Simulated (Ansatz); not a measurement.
Total energies of CH₆MgOSi (`[CH3][Mg][O][SiH3]`).

```csv
atom,x (Å),y (Å),z (Å)
C1,-0.172,-1.593,-2.332
Mg2,-0.046,-0.428,-0.626
O3,0.064,0.585,0.856
Si4,0.161,1.491,2.183
H5,0.810,-1.740,-2.790
H6,-0.818,-1.132,-3.085
H7,-0.582,-2.583,-2.113
H8,0.835,2.796,1.910
H9,-1.191,1.797,2.739
H10,0.939,0.807,3.259
```

The species carries charge 0 and has multiplicity 1. Correlated methods include outer-core shells of Mg, which these sets cover unevenly. Geometry: relaxed with PBE0-D4/def2-TZVP. It is one conformer, not always the lowest. Basis def2-TZVPP, Ansatz 0.2.0.

RPA on PBE orbitals: Hartree–Fock energy of these orbitals -604.86820 Eh, correlation -1.23976 Eh (frozen core).

```tsv
functional	kind	energy without D4 (Eh)	D4 term (kJ/mol)
PBE	GGA	-606.22523	-14.4
B3LYP	global hybrid, 20 %	-606.70439	-23.3
```

Q: Give the same for LDA (SPW92), revPBE, BLYP, r2SCAN, B97M-V, PBE0, r2SCANh, r2SCAN0, HSE06 (plane-wave form), BHLYP, CAM-B3LYP, LC-ωPBE, ωB97X-V, ωB97M-V, B2PLYP, PBE-QIDH. (Best estimate.)

A: The calculation gave: 
| functional | kind | energy without D4 (Eh) | D4 term (kJ/mol) |
| --- | --- | --- | --- |
| LDA (SPW92) | LDA | -603.58558 | – |
| revPBE | GGA | -606.50086 | -44.6 |
| BLYP | GGA | -606.61409 | -31.8 |
| r2SCAN | meta-GGA | -606.53296 | -3.6 |
| B97M-V | meta-GGA with VV10 | -606.51060 | – |
| PBE0 | global hybrid, 25 % exact exchange | -606.28397 | -12.2 |
| r2SCANh | meta-GGA hybrid, 10 % | -606.52320 | -3.8 |
| r2SCAN0 | meta-GGA hybrid, 25 % | -606.50942 | -4.2 |
| HSE06 (plane-wave form) | screened hybrid | -606.26540 | -11.4 |
| BHLYP | global hybrid, 50 % | -606.59245 | -18.3 |
| CAM-B3LYP | range-separated hybrid | -606.61343 | -12.4 |
| LC-ωPBE | long-range corrected hybrid | -606.41740 | – |
| ωB97X-V | range-separated hybrid GGA with VV10 | -606.53194 | – |
| ωB97M-V | range-separated hybrid meta-GGA with VV10 | -606.56230 | – |
| B2PLYP | double hybrid | -606.37886 | – |
| PBE-QIDH | double hybrid | -606.15463 | – |

B3LYP takes the VWN-RPA correlation (the form of Gaussian; ORCA's B3LYP/G). HSE06 is the plane-wave form, built on full-range PBE exchange. The double hybrids freeze the cores in their second-order part.

LC-ωPBE has ω = 0.4 bohr⁻¹.
